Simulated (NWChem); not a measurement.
Molecule: boron oxyfluoride (BOF); SMILES O=BF

Results from NWChem. Pople sets run with spherical d functions. STO-3G and 3-21G are far too small for this property and stand as cheap habits. All runs use the structure optimised with PBE-D3(BJ)/def2-SVP. Field at 589 nm.

```
level              isotropic polarisability (bohr³)  anisotropy (bohr³)  relative time
-----------------  --------------------------------  ------------------  -------------
B3LYP/STO-3G                                    6.4                 9.3              1
B3LYP/6-31G*                                   12.3                 9.3              7
B3LYP/def2-SVP                                 12.4                 8.8              5
B3LYP/def2-SVPD                                17.3                 8.1             20
B3LYP/aug-cc-pVDZ                              17.1                 8.5             20
B3LYP/def2-TZVPD                               17.6                 7.8            100
```

The last column is a rough cost ratio, cheapest run = 1.
